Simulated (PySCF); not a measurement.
C₄H₁₀O₃Si.
Numbering: `[CH3:1][O:2][CH2:3][SiH2:4][O:5][C:6]([CH3:7])=[O:8]` (hydrogens: H9, H10, H11 on C1; H12, H13 on C3; H14, H15 on Si4; H16, H17, H18 on C7)

The same species was optimised twice, with GFN2-xTB and with PBE0-D3(BJ)/def2-SVP (PySCF), and the same property calculations (PySCF, gas phase) were run on both structures.

| coordinate | GFN2-xTB | PBE0-D3(BJ)/def2-SVP | change |
| --- | --- | --- | --- |
| Si4–O5 (Å) | 1.657 | 1.718 | +0.061 |
| C3–Si4 (Å) | 1.901 | 1.881 | -0.020 |
| O2–C3 (Å) | 1.413 | 1.398 | -0.015 |
| C1–O2 (Å) | 1.403 | 1.394 | -0.009 |
| O5–C6 (Å) | 1.332 | 1.339 | +0.007 |
| C6=O8 (Å) | 1.200 | 1.206 | +0.006 |
| C6–C7 (Å) | 1.502 | 1.498 | -0.004 |
| Si4–O5–C6 (°) | 122.5 | 117.4 | -5.1 |
| O2–C3–Si4 (°) | 105.9 | 109.3 | +3.4 |
| C3–Si4–O5 (°) | 102.4 | 104.0 | +1.6 |
| O5–C6–O8 (°) | 122.3 | 121.7 | -0.6 |
| O5–C6–C7 (°) | 112.3 | 112.8 | +0.5 |
| C1–O2–C3 (°) | 113.3 | 113.7 | +0.4 |
| C7–C6–O8 (°) | 125.4 | 125.5 | +0.1 |
| C1–O2–C3–Si4 (°) | 180 | 178 | -2 |
| O2–C3–Si4–O5 (°) | -76 | -68 | +8 |
| C3–Si4–O5–C6 (°) | 176 | -179 | +5 |
| Si4–O5–C6–C7 (°) | -178 | -179 | -1 |

Rotational constants: A = 3718, B = 770.4, C = 678.5 MHz (GFN2-xTB) against A = 3847, B = 757.7, C = 664.2 MHz (PBE0-D3(BJ)/def2-SVP). Point groups within 0.08 Å: C1 and C1.

On the GFN2-xTB structure: HOMO (eV) -7.55 [PBE0/pcSseg-1]; LUMO (eV) 0.20 [PBE0/pcSseg-1]; dipole (D) 3.13 [PBE0/pcSseg-1]; GIAO shielding of C1 (ppm) 121.3 [PBE0/pcSseg-1]; GIAO shielding of O2 (ppm) 331.8 [PBE0/pcSseg-1]; GIAO shielding of C3 (ppm) 120.6 [PBE0/pcSseg-1]; GIAO shielding of Si4 (ppm) 370.0 [PBE0/pcSseg-1]; GIAO shielding of O5 (ppm) 139.2 [PBE0/pcSseg-1]; GIAO shielding of C6 (ppm) 10.1 [PBE0/pcSseg-1]; GIAO shielding of C7 (ppm) 162.8 [PBE0/pcSseg-1]; GIAO shielding of O8 (ppm) -135.3 [PBE0/pcSseg-1].

Problem. What do these properties become on the PBE0-D3(BJ)/def2-SVP structure?

Solution. 
```json
{"property": "HOMO (eV)", "level": "PBE0/pcSseg-1", "on GFN2-xTB": "-7.55", "on PBE0-D3(BJ)/def2-SVP": "-7.63", "change": "-0.08"}
{"property": "LUMO (eV)", "level": "PBE0/pcSseg-1", "on GFN2-xTB": "0.20", "on PBE0-D3(BJ)/def2-SVP": "0.17", "change": "-0.03"}
{"property": "dipole (D)", "level": "PBE0/pcSseg-1", "on GFN2-xTB": "3.13", "on PBE0-D3(BJ)/def2-SVP": "2.93", "change": "-0.20"}
{"property": "energy, GFN2-xTB geometry as zero (kcal/mol)", "level": "PBE0/pcSseg-1", "on GFN2-xTB": "0.0", "on PBE0-D3(BJ)/def2-SVP": "-1.9", "change": "-1.9"}
{"property": "GIAO shielding of C1 (ppm)", "level": "PBE0/pcSseg-1", "on GFN2-xTB": "121.3", "on PBE0-D3(BJ)/def2-SVP": "120.9", "change": "-0.4"}
{"property": "GIAO shielding of O2 (ppm)", "level": "PBE0/pcSseg-1", "on GFN2-xTB": "331.8", "on PBE0-D3(BJ)/def2-SVP": "334.1", "change": "+2.3"}
{"property": "GIAO shielding of C3 (ppm)", "level": "PBE0/pcSseg-1", "on GFN2-xTB": "120.6", "on PBE0-D3(BJ)/def2-SVP": "121.8", "change": "+1.2"}
{"property": "GIAO shielding of Si4 (ppm)", "level": "PBE0/pcSseg-1", "on GFN2-xTB": "370.0", "on PBE0-D3(BJ)/def2-SVP": "366.0", "change": "-4.0"}
{"property": "GIAO shielding of O5 (ppm)", "level": "PBE0/pcSseg-1", "on GFN2-xTB": "139.2", "on PBE0-D3(BJ)/def2-SVP": "124.0", "change": "-15.2"}
{"property": "GIAO shielding of C6 (ppm)", "level": "PBE0/pcSseg-1", "on GFN2-xTB": "10.1", "on PBE0-D3(BJ)/def2-SVP": "7.1", "change": "-3.0"}
{"property": "GIAO shielding of C7 (ppm)", "level": "PBE0/pcSseg-1", "on GFN2-xTB": "162.8", "on PBE0-D3(BJ)/def2-SVP": "162.0", "change": "-0.8"}
{"property": "GIAO shielding of O8 (ppm)", "level": "PBE0/pcSseg-1", "on GFN2-xTB": "-135.3", "on PBE0-D3(BJ)/def2-SVP": "-136.9", "change": "-1.6"}
```

The heavy atoms differ by 0.102 Å rms after alignment. Among bonds between heavy atoms Si4–O5 changes most (+0.061 Å). Changes are differences of the printed values. Neither structure is proved a minimum here.

The values belong to the conformer `[CH3:1][O:2][CH2:3][SiH2:4][O:5][C:6]([CH3:7])=[O:8]`: C1–O2–C3–Si4 178°, O2–C3–Si4–O5 -68°, C3–Si4–O5–C6 -179°, Si4–O5–C6–C7 -179°.
